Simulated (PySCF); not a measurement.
## Energy of Ta(2+) (tantalum, charge +2) between two integer charges

The 5d alpha orbital of [Xe] 4f14 5d3 is emptied in steps (occupation f), with all orbitals relaxed, ending at [Xe] 4f14 5d2. Calculation: PySCF 2.14, in aug-cc-pVDZ-PP with ECP60MDF; a scalar-relativistic core potential. The exact energy is a straight line in f; departures are measured from the line between the end points of the same method.

```json
{"f": "1", "TPSS (eV)": "0.000"}
{"f": "0.9", "TPSS (eV)": "-0.448"}
{"f": "0.7", "TPSS (eV)": "-1.048"}
{"f": "0.5", "TPSS (eV)": "-1.250"}
{"f": "0.3", "TPSS (eV)": "-1.053"}
{"f": "0.1", "TPSS (eV)": "-0.453"}
{"f": "0", "TPSS (eV)": "0.000"}
```

| method | E(f=0) − E(f=1) (eV) | −ε at f=1 (eV) | −ε at f=0.5 (eV) |
| --- | --- | --- | --- |
| TPSS | 24.323 | 19.359 | 24.308 |

Orbital energy along the path (eV):

| f | TPSS |
| --- | --- |
| 1 | -19.359 |
| 0.9 | -20.337 |
| 0.7 | -22.313 |
| 0.5 | -24.308 |
| 0.3 | -26.315 |
| 0.1 | -28.339 |
| 0 | -29.361 |

Reference removal energy between the ground levels: 23.1 ± 1.6 eV (theoretical estimate listed by NIST; NIST Atomic Spectra Database, ionization energies). The calculation has no spin-orbit coupling. The determinant left behind need not be the lowest term of the ion.
